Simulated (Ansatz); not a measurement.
Consider the ligand exchange at the Hf–S bond: `C[N](C)[Hf]([F])([SH])[Cl]` + HI → `C[N](C)[Hf]([F])([Cl])[I]` + H₂S.

Program: Ansatz. Geometries: PBE0-D4/def2-TZVP. ΔE: electronic, gas phase. CBS: MP2 limit from def2 TZ/QZ plus the TZ coupled-cluster correction, frozen cores. This one scheme is used for every species. DFT in def2-TZVPP. Elements past krypton have def2 core potentials. For Hf, I outer-core shells are correlated without core-valence functions, which leaves a few kJ/mol of doubt a bond. Each species was taken in one conformer, which may not be the lowest.

`C[N](C)[Hf]([F])([SH])[Cl]`:

Cartesian coordinates in Å:
```
C -0.533 1.643 0.362
N 0.051 0.371 0.007
C 1.276 0.074 0.719
Hf -0.556 -0.979 -1.326
F -2.037 -0.239 -2.259
S -1.228 -2.944 -0.013
Cl 1.239 -1.526 -2.760
H -0.786 1.677 1.429
H 0.161 2.468 0.156
H -1.448 1.820 -0.208
H 1.105 0.027 1.802
H 2.047 0.829 0.524
H 1.687 -0.896 0.411
H -0.979 -2.325 1.155
```

HI:

Cartesian coordinates in Å:
```
I 0.338 0.716 -0.146
H -0.338 -0.716 0.146
```

`C[N](C)[Hf]([F])([Cl])[I]`:

Z-matrix (Å, degrees):
```
Hf
F 1 1.894
N 1 1.985 2 105.9
Cl 1 2.354 2 112.8 3 -117.6
C 1 2.928 2 132.1 3 -2.6
C 1 3.116 2 85.2 3 1.9
I 1 2.732 2 112.1 3 115.9
H 5 1.097 1 73.7 2 -173.7
H 5 1.097 1 124.9 2 -73.7
H 5 1.097 1 123.9 2 86.4
H 6 1.097 1 123.3 2 -102.1
H 6 1.092 1 81.5 2 4.0
H 6 1.097 1 122.2 2 110.1
```

H₂S:

```xyz
3

S     0.255   -0.021    0.564
H     0.675    0.424   -0.629
H    -0.930   -0.403    0.065
```

| species | r2SCANh energy (Eh) |
| --- | --- |
| `C[N](C)[Hf]([F])([SH])[Cl]` | -1141.63218 |
| HI | -298.41063 |
| `C[N](C)[Hf]([F])([Cl])[I]` | -1040.69382 |
| H₂S | -399.37239 |

Q: Work out ΔE.

A: ΔE = (-1040.69382) + (-399.37239) − (-1141.63218) − (-298.41063) = -0.02340 Eh = -0.64 eV. CCSD(T)/CBS gives -0.68 eV.

Q: What do rigid-rotor, harmonic-oscillator terms from PBE0-D4/def2-TZVP frequencies (298.15 K, 1 bar) make of the CCSD(T)/CBS value? (An estimate is asked.)

A: Ansatz gave: ΔZPE = +0.05 eV, ΔH = -0.63 eV, ΔS = 2 J/(mol·K), ΔG = -0.63 eV. Modes under 50 cm⁻¹ make the entropy rough.

Largest T1 diagnostic among the species: 0.015.

From PBE to PBE0 (25 % exact exchange), in def2-TZVPP and without D4, ΔE moves by −0.05 eV. Leaving LDA and LC-ωPBE aside and taking each functional with its dispersion term where it has one, the values, not all of them listed here, spread over 0.13 eV, from PBE-QIDH to B97M-V. At CCSD(T), def2-SVP lies +0.04 eV from the extrapolated value and def2-TZVPP +0.03 eV.
